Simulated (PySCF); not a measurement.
# Spinor energies of Ta⁴³⁺ (tantalum, charge +43)

Start: [Ar] 3d10 4s2. Calculated with PySCF 2.14 in an uncontracted even-tempered set (16 s from 5.5 bohr⁻², ratio 2.8; 13 p from 7.2 bohr⁻², ratio 2.8; 8 d from 13 bohr⁻², ratio 2.8; 4 f from 29 bohr⁻², ratio 3): generalised Hartree-Fock with the X2C-1e Hamiltonian and a Gaussian nucleus; one run each with spin-orbit coupling (SO) switched off, then screened by Boettger's factors.

```json
{"spinor shell": "1s1/2", "electrons": "2", "ε, spin-free (eV)": "-69891.1", "ε, screened SO (eV)": "-69872.8", "weight of nominal j (screened SO)": "1.000", "rms radius, screened SO (bohr)": "0.0211"}
{"spinor shell": "2s1/2", "electrons": "2", "ε, spin-free (eV)": "-13860.2", "ε, screened SO (eV)": "-13854.8", "weight of nominal j (screened SO)": "1.000", "rms radius, screened SO (bohr)": "0.0852"}
{"spinor shell": "2p1/2", "electrons": "2", "ε, spin-free (eV)": "-12408.9", "ε, screened SO (eV)": "-13319.4", "weight of nominal j (screened SO)": "1.000", "rms radius, screened SO (bohr)": "0.0724"}
{"spinor shell": "2p3/2", "electrons": "4", "ε, spin-free (eV)": "-12408.9", "ε, screened SO (eV)": "-12038.8", "weight of nominal j (screened SO)": "1.000", "rms radius, screened SO (bohr)": "0.0797"}
{"spinor shell": "3s1/2", "electrons": "2", "ε, spin-free (eV)": "-4727.8", "ε, screened SO (eV)": "-4726.4", "weight of nominal j (screened SO)": "1.000", "rms radius, screened SO (bohr)": "0.216"}
{"spinor shell": "3p1/2", "electrons": "2", "ε, spin-free (eV)": "-4285.0", "ε, screened SO (eV)": "-4492.2", "weight of nominal j (screened SO)": "1.000", "rms radius, screened SO (bohr)": "0.206"}
{"spinor shell": "3p3/2", "electrons": "4", "ε, spin-free (eV)": "-4285.0", "ε, screened SO (eV)": "-4199.7", "weight of nominal j (screened SO)": "1.000", "rms radius, screened SO (bohr)": "0.220"}
{"spinor shell": "3d3/2", "electrons": "4", "ε, spin-free (eV)": "-3785.6", "ε, screened SO (eV)": "-3823.4", "weight of nominal j (screened SO)": "1.000", "rms radius, screened SO (bohr)": "0.193"}
{"spinor shell": "3d5/2", "electrons": "6", "ε, spin-free (eV)": "-3785.6", "ε, screened SO (eV)": "-3759.8", "weight of nominal j (screened SO)": "1.000", "rms radius, screened SO (bohr)": "0.196"}
{"spinor shell": "4s1/2", "electrons": "2", "ε, spin-free (eV)": "-2240.0", "ε, screened SO (eV)": "-2239.7", "weight of nominal j (screened SO)": "1.000", "rms radius, screened SO (bohr)": "0.450"}
```

| quantity | spin-free | screened SO |
| --- | --- | --- |
| E (hartree) | -14362.28939 | -14379.00920 |
| M_J | 0 | 0 |
| ⟨J²⟩ | 0.000 | 0.000 |
| ⟨L²⟩ | 0.000 | 0.058 |
| ⟨S²⟩ | 0.000 | 0.058 |

Breit and QED terms are absent; they matter most for the inner s and p1/2 levels.

Densities and radii are taken from the X2C orbitals without a picture-change correction, which distorts them close to the nucleus.

Without spin-orbit coupling the j labels of p, d and f shells carry no meaning; the spin-free column gives the mean over the occupied spinors of each nl shell.
